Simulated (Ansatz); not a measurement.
The cluster In3As3⁺, relaxed as a doublet with UKS PBE-D4/def2-SVP in Ansatz, starting from the GFN1-xTB geometry. Force threshold 0.03 eV/Å.

In the def2 sets In takes a core potential; there is no spin–orbit coupling. The relaxation made no stability test and no search for a lower SCF solution. Another isomer (doublet) lies 0.48 eV lower at PBE0-D4/def2-TZVP; other spin states weren't run for this one.

Start:

```xyz
6

In    2.232    1.106    2.239
In   -1.532    0.961   -1.507
In    0.029   -1.433   -1.859
As   -0.077   -0.227    1.191
As    1.226    0.866   -0.427
As   -1.878   -1.273    0.364
```

```csv
step,energy (eV),largest force component (eV/Å),SCF passes
1,-197994.7946,1.384,24
2,-197995.2130,0.382,29
3,-197995.3984,0.308,29
4,-197995.4741,0.313,37
5,-197995.5659,0.397,37
6,-197995.5943,0.245,29
7,-197995.6247,0.202,24
8,-197995.6303,0.085,24
9 (rejected),-197995.6249,0.145,23
10,-197995.6329,0.021,24
```

Force components are those of the run's own axes.

End:

```xyz
6

In    2.450    1.298    1.957
In   -1.774    1.622   -1.043
In    0.580   -2.004   -1.585
As   -0.300   -0.396    1.343
As    0.915    0.663   -0.458
As   -1.872   -1.183   -0.215
```

By distances, no bond broke or formed, bridged metal pairs apart. The bond that changes most is In1–As4, from 2.87 to 3.29 Å (atoms count from 1). Metal–metal contacts that move far: In2–In3 2.88 to 4.36 Å.

No frequencies were taken in this run, so the end may be a saddle point.

Run time 28 s (4 threads of Intel Xeon Platinum 8488C on a shared host).
